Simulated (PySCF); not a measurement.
## Finite-field polarisability of Ni (nickel, neutral)

[Ar] 3d8 4s2, high-spin 3F determinant. Calculation: PySCF 2.14, in aug-cc-pVDZ-DK; scalar relativity by spin-free X2C-1e. Frozen: [Ar]. Energy changes in a uniform field (μhartree):

```csv
axis,F (au),HF,MP2,CCSD,CCSD(T)
x,0.0018,-99.846,-71.550,-78.226,-76.377
x,0.0036,-399.812,-286.364,-313.151,-305.740
y,0.0018,-99.846,-71.550,-78.226,-76.377
y,0.0036,-399.812,-286.364,-313.151,-305.740
z,0.0018,-99.846,-71.550,-78.226,-76.377
z,0.0036,-399.812,-286.364,-313.151,-305.740
```

Problem. Derive α along x at CCSD(T) from the two fields.

Solution. With ΔE = −αF²/2 − γF⁴/24, α = −(16 ΔE(F) − ΔE(2F))/(6F²) = 47.13 bohr³.

Problem. And the mean polarisability at each level?

Solution. HF 61.61, MP2 44.16, CCSD 48.28, CCSD(T) 47.13 bohr³. Reference: 49 ± 3 bohr³ (recommended; Schwerdtfeger and Nagle, table of static dipole polarizabilities (2023 update)).

A double-zeta set is small for polarisabilities.
